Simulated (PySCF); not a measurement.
CH3BeFO, SMILES C[O][Be][F].

The structure is a stationary point at PBE-D3(BJ)/def2-TZVP. The values are those of a single conformer.

Computed with IEF-PCM-PBE0/def2-SVP run with PySCF.

The values are the electrostatic part of the solvation free energy, E(continuum) − E(gas) at the gas-phase geometry, in a cavity of scaled van der Waals radii (PySCF's table); cavitation and dispersion terms are not included. A continuum can't describe solvent molecules that bind to the metal. In vacuum the orbital gap is 8.48 eV. The dipole moment in vacuum is 2.51 D.

Computed values in water (ε = 78.36), tetrahydrofuran (ε = 7.43), N,N-dimethylformamide (ε = 37.22):
```json
[
 {"solvent": "water", "ε": "78.36", "ΔG(elec) (kcal/mol)": "-5.4", "dipole (D)": "2.73", "gap (eV)": "8.42"},
 {"solvent": "tetrahydrofuran", "ε": "7.43", "ΔG(elec) (kcal/mol)": "-4.4", "dipole (D)": "2.70", "gap (eV)": "8.43"},
 {"solvent": "N,N-dimethylformamide", "ε": "37.22", "ΔG(elec) (kcal/mol)": "-5.3", "dipole (D)": "2.73", "gap (eV)": "8.42"}
]
```
